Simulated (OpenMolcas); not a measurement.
A calculation on neutral arsenic.

```yaml
Program: OpenMolcas 26.06
Method: "SS-CASPT2, IPEA 0.25 Eh, imaginary shift 0.1 Eh (closed shells correlated: 3d)"
Basis: ANO-RCC-VTZP [6s5p3d1f]
Scalar_Hamiltonian: DKH2, point nucleus
Active_space: 5 electrons in 8 orbitals (4s 4p 5s 5p)
State_averaging: 2S+1 = 4 odd, 1 root; 2S+1 = 2 odd, 8 roots; 2S+1 = 4 even, 3 roots
Spin-orbit_coupling: state interaction with AMFI integrals over the reference wave functions, term energies averaged over their components
```

Which level of the active space comes out lowest?

4s2 4p3 4S* 3/2, with 100 % of that term; it is also the measured ground level.

How high does 4s2 4p3 2P* 3/2 lie?

19450 cm-1 above the lowest level; measured 18648 cm-1 above the ground level, so the calculation is off by +4 %.

How high does 4s2 4p3 2P* 1/2 lie?

19160 cm-1 above the lowest level; measured 18186 cm-1 above the ground level, so the calculation is off by +5 %.

How high does 4s2 4p3 2D* 3/2 lie?

11790 cm-1 above the lowest level; measured 10593 cm-1 above the ground level, so the calculation is off by +11 %.

Measured values: NIST Handbook of Basic Atomic Spectroscopic Data.

CASPT2 breaks the degeneracy within a term, and the mean is taken; among the terms shown or strongly mixed into the levels shown the widest spread is 92 cm-1 (4s2 4p3 2D*). Active for correlation alone: 5p 5s; no level in the range computed is led by a configuration that fills them, so any true level of that kind is missing. Measured partners are found by configuration, term and J. A level has none where our copy of the source lacks it or the pairing is in doubt (some pairs that miss far off the trend of their configuration count as doubtful), and it then counts in no deviation. Only configurations of the active space appear.

* marks odd parity.
